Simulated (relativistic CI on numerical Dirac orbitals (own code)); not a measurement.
**One change at a time: Pt XXVII**

Base calculation: Dirac-Coulomb-Breit CI, KLI orbitals optimised for each configuration, QED by a radiative potential, unscaled Slater integrals.

Configurations in the expansion (outside the closed core [Ar] 3d10 4p6 4d10): 4s²4f⁶, 4s²4f⁵5s, 4s²4f⁴5s², 4s4f⁷, 4s²4f⁵6s, 4f⁸. Levels of other configurations are missing.

Variants: (1) QED terms removed; (2) one mean potential for all configurations. Shifts of the energy above 4s²4f⁶ ⁷F0, in cm⁻¹, for the lowest level and the first level of each name with at least 55 % of one term (blank where a level changes its place among those of its configuration and J or its character, or is not in the variant):

```csv
Level,Base,Δ(1),Δ(2)
4s²4f⁶ ⁷F0,0.0,0.0,0.0
4s²4f⁶ ⁷F1,12050.1,-111.1,-588.0
4s²4f⁶ ⁷F2,23025.4,-184.5,-946.6
4s²4f⁶ ⁷F3,32157.9,-228.8,-1137.7
4s²4f⁶ ⁷F4,39709.1,-255.2,-1230.2
4s²4f⁶ ⁷F5,45574.8,-264.6,-1231.2
4s²4f⁶ ⁷F6,48429.4,-233.1,-1007.0
4s²4f⁶ ⁵D2,85946.8,-263.6,-717.8
4s²4f⁶ ⁵L7,89559.4,-211.7,-369.5
4s²4f⁶ ⁵L8,99246.3,-255.7,-559.5
4s²4f⁶ ⁵L9,104955.0,-281.4,-672.8
4s²4f⁶ ⁵F1,121719.4,-268.7,-344.4
4s²4f⁶ ³P1,139694.7,-315.4,-424.3
4s²4f⁶ ³O11,141964.3,-315.8,-477.0
4s²4f⁶ ³O12,145305.5,-322.2,-494.2
4s²4f⁶ ⁵K9,148224.4,-333.9,-523.9
```

At this charge energies of transitions that change n are usually good to better than 1 %, and those within a shell (Δn = 0) to a few per cent. Terms inside the open d or f shell come out 10 to 20 % too wide with unscaled integrals.

Ionisation energy from the two ground configurations alone: base 857.217 eV. The NIST ASD value (theoretical) is 870 eV.

LS names give the leading component of a level, which can be under half, so a name can repeat, a term be missing and a line seem to break the LS rules.
